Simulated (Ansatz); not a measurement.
One geometry of the cluster Be₆S₅, several levels of theory.

```yaml
crystal:
  periodic: [false, false, false]
  atoms:
    - {symbol: Be, position_ang: [-1.120514, -1.494537, 0.090068]}
    - {symbol: Be, position_ang: [1.712014, -1.000573, -0.686446]}
    - {symbol: Be, position_ang: [2.790658, 0.261193, 0.534834]}
    - {symbol: Be, position_ang: [0.636157, 0.983346, 0.938014]}
    - {symbol: Be, position_ang: [-1.752590, 0.682363, 0.388743]}
    - {symbol: Be, position_ang: [-0.919588, -0.003979, -1.627958]}
    - {symbol: S, position_ang: [2.376693, 1.646946, 1.721506]}
    - {symbol: S, position_ang: [0.163758, -1.830829, -1.570016]}
    - {symbol: S, position_ang: [-0.724440, -0.419016, 1.800261]}
    - {symbol: S, position_ang: [-2.742121, -0.609659, -0.850347]}
    - {symbol: S, position_ang: [-0.420028, 1.784743, -0.738669]}
basis:
  gaussian: {orbitals: STO-3G}
hamiltonian: {xc: hf}
scf: {omitted_lower_state_checks: [starts]}
output: {orbitals: {seedname: orbitals}}
```

The file start.molden holds the orbitals of an earlier run on this structure, at another level or in another basis.

```sh
$ ansatz run in.yaml --threads 4 --pin off --events-out ev --progress --plain --max-ram 4787MiB
```

Output, abridged:

```
Functional definition: HF
864 factors; integrals over basis functions are off by at most 7.8e-4 eV
mean field evaluation 1: about -55863.2099 eV, gradient 2.9e1 eV
mean field evaluation 2: about -55865.2485 eV, gradient 3.2e1 eV
mean field evaluation 4: about -55871.0912 eV, gradient 3.8e0 eV
mean field evaluation 8: about -55871.3120 eV, gradient 2.3e-1 eV
mean field -55871.31283094 eV, -2053.2328756010 hartree, gradient 2.1e-5 eV, S^2 0.000000; 0 other end points of the search recorded, 0 dependent functions left out
reference -55871.31283094 eV, -2053.2328756010 hartree; 52, 52 occupied and 23, 23 virtual orbitals, 864 factors
Total energy: -55871.31283094 eV, -2053.2328756010 hartree
Checks for a lower state left out: starts
```

Hardware: 4 threads of Arm Neoverse V1 on a shared host. Wall time 0.5 s.

The first input with `gaussian: {orbitals: def2-TZVP, initial_orbitals: start.molden}`, `correlation: {method: mp2}` and without the key `hamiltonian` (abridged; 12 s):

```
Functional definition: HF
mean field -56490.92889367 eV, -2076.0033459154 hartree, gradient 4.0e-6 eV, S^2 0.000000
25 core orbitals not correlated: weight in the atoms' cores, before any rotation towards them, 1.000 or more for the frozen orbitals, at most 0.000 for the correlated occupied ones
second order -34.37045929 eV of doubles, -0.00000000 eV of singles
Total energy: -56525.29935296 eV, -2077.2664369972 hartree
Checks for a lower state left out: starts
```

As the first input, with `gaussian: {orbitals: def2-TZVP, initial_orbitals: start.molden}`, `hamiltonian: {xc: hse06, dispersion: d4}` (abridged; 14 s):

```
Functional definition: HSE06
mean field -56575.15626011 eV, -2079.0986445408 hartree, gradient 2.4e-5 eV, S^2 0.000000
Total energy: -56575.78226563 eV, -2079.1216498192 hartree
Checks for a lower state left out: starts
```

As the first input, with `gaussian: {orbitals: def2-SVP, initial_orbitals: start.molden}`, `hamiltonian: {xc: pbe0, dispersion: d4}` (abridged; 4.5 s):

```
Functional definition: PBE0
mean field -56555.02223823 eV, -2078.3587328840 hartree, gradient 9.7e-6 eV, S^2 0.000000
Total energy: -56555.67966807 eV, -2078.3828929851 hartree
Checks for a lower state left out: starts
```

Geometry: r2SCAN-D4/def2-SVP.

HSE06 is defined as in plane-wave codes, on full-range PBE exchange. Correlated methods freeze 25 core orbitals. Another isomer (singlet) lies 1.30 eV lower at PBE0-D4/def2-TZVP; other spin states weren't run for this one.
